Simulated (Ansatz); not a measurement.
`N[SiH2][SiH](F)[SiH3]` + `O=[CH][GeH3]` → `O=[CH][GeH2][SiH3]` + `N[SiH2][SiH2]F`  (formal exchange of groups at the Si–Si bond)

Gas-phase electronic energies from Ansatz, PBE0-D4/def2-TZVP geometries. CCSD(T)/CBS is the MP2 limit (def2-TZVPP, def2-QZVPP) plus CCSD(T) − MP2 in def2-TZVPP, frozen cores. DFT in def2-TZVPP. B3LYP here is the variant with VWN-RPA as its local correlation; programs differ in this. For Ge outer-core shells are correlated without core-valence functions, which leaves a few kJ/mol of doubt a bond. Scalar relativity is left out up to krypton. Each species was taken in one conformer, which may not be the lowest.

`N[SiH2][SiH](F)[SiH3]`:

Z-matrix (Å, degrees):
```
Si
Si 1 2.357
N 1 1.725 2 116.3
H 1 1.488 2 108.4 3 121.3
H 1 1.490 2 106.4 3 -121.0
Si 2 2.347 1 113.3 3 -179.0
F 2 1.619 1 109.2 3 -57.0
H 2 1.494 1 110.0 3 59.5
H 3 1.008 1 118.5 2 72.6
H 3 1.008 1 119.1 2 -66.2
H 6 1.489 2 108.0 1 -60.8
H 6 1.488 2 111.8 1 179.5
H 6 1.488 2 110.8 1 57.9
```

`O=[CH][GeH3]`:

Z-matrix (Å, degrees):
```
Ge
C 1 2.006
H 1 1.538 2 108.4
H 1 1.538 2 108.5 3 117.7
H 1 1.531 2 109.1 3 -121.1
O 2 1.199 1 123.0 3 121.0
H 2 1.116 1 117.1 3 -59.0
```

`O=[CH][GeH2][SiH3]`:

```xyz
10

O    -1.756    1.892    1.013
C    -0.595    1.688    0.792
Ge    0.041    0.566   -0.748
Si    0.389   -1.662    0.020
H     0.185    2.110    1.468
H     1.366    1.166   -1.256
H    -1.023    0.627   -1.853
H    -0.898   -2.231    0.495
H     0.928   -2.506   -1.078
H     1.362   -1.649    1.145
```

`N[SiH2][SiH2]F`:

Cartesian coordinates in Å:
```
N 1.273 1.184 0.383
Si 0.133 0.526 -0.728
Si -0.876 -1.326 0.297
F -1.447 -0.871 1.735
H 0.990 1.350 1.336
H 1.927 1.886 0.078
H -0.935 1.462 -1.201
H 0.868 0.074 -1.942
H -2.020 -1.852 -0.496
H 0.087 -2.432 0.538
```

```tsv
level	ΔE (kJ/mol)
B2PLYP	-23.5
B3LYP	-21.8
CCSD/def2-TZVPP	-23.7
HF/CBS(def2)	-24.4
```

(1) What does CCSD(T)/CBS give? (Best estimate.)

Largest T1 diagnostic among the species: 0.015.

Results:

(1) Ansatz gave: -22.9 kJ/mol. The listed levels differ from it by -0.6, 1.1, -0.8, -1.5 kJ/mol.
